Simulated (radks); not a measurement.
Task: The osmium ion Os+, configuration [Xe] 4f14 5d6 6s1. All-electron calculation, Dirac Kohn-Sham, PBEsol, spin-unpolarised, spherical densities, point nucleus; open shells fill j = l - 1/2 first. Program: a radial shooting solver on a logarithmic mesh with Libxc functionals.

Spin-orbit splittings of the eigenvalues, e(l+1/2) - e(l-1/2), with zeta = 2 splitting/(2l+1) and mean radii in bohr:

| shell | occ. | splitting (eV) | zeta (eV) | <r> j=l-1/2 | <r> j=l+1/2 |
|---|---|---|---|---|---|
| 2p | 6 | 1531 | 1020 | 0.06131 | 0.06950 |
| 3p | 6 | 333.7 | 222.5 | 0.1835 | 0.1986 |
| 3d | 10 | 72.30 | 28.92 | 0.1735 | 0.1781 |
| 4p | 6 | 78.49 | 52.32 | 0.4358 | 0.4694 |
| 4d | 10 | 14.54 | 5.814 | 0.4826 | 0.4939 |
| 4f | 14 | 2.806 | 0.8016 | 0.5527 | 0.5609 |
| 5p | 6 | ? | ? | 1.101 | 1.202 |
| 5d | 6 | 1.084 | 0.4335 | 1.723 | 1.791 |

Estimate the 5p splitting.

Result: 12.24 eV (zeta = 8.163 eV).
